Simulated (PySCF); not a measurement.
**How methods differ on the excitation energy of Br**

Br [Ar] 3d10 4s2 4p5 (2P) → Br [Ar] 3d10 4s1 4p6 (2S), as a difference of total energies. Calculation: PySCF 2.14, in aug-cc-pVTZ-PP with one added diffuse shell each of s, d, f type with ECP10MDF (7s5p5d3f, 68 functions); scalar relativity through the core potential. Correlated levels: valence: 3s2 3p6 3d10 frozen. The calculations carry no spin-orbit coupling.

```json
{"method": "UHF", "excitation energy (eV)": "15.125"}
{"method": "MP2 (valence)", "excitation energy (eV)": "13.064"}
{"method": "SCS-MP2 (valence)", "excitation energy (eV)": "12.838"}
{"method": "CCSD (valence)", "excitation energy (eV)": "11.427"}
{"method": "CCSD(T) (valence)", "excitation energy (eV)": "9.952"}
```

Problem. How much does correlation contribute at CCSD(T) (valence)?

Solution. 9.952 − (15.125) = -5.173 eV, measured against UHF.

The upper state lies above the first ionisation limit, where it may autoionise and the basis confines it.

The coupled-cluster amplitudes are large for the upper state (T1 above 0.03 or a double amplitude above 0.15), so a single reference is strained.
